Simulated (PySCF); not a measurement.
A structure optimised at B3LYP-D3(BJ)/def2-SVP, used in a PySCF frequency run:

```xyz
8

W     -0.1143     0.0539     0.0000
S      1.9833    -0.3042     0.0000
F     -0.2659     1.9155     0.0000
F     -0.8691    -1.7012     0.0000
O     -0.6697     0.0195     1.8035
H     -1.1719    -0.6804     2.2426
O     -0.6697     0.0195    -1.8035
H     -1.1719    -0.6804    -2.2426
```

Question: Write its SMILES, formula and point group.

Answer: [OH][W]([OH])([F])([F])=[S], F2H2O2SW, Cs

Question: What are its rotational constants (standard atomic weights)?

Answer: 2.0773, 1.8341, 1.7403 GHz
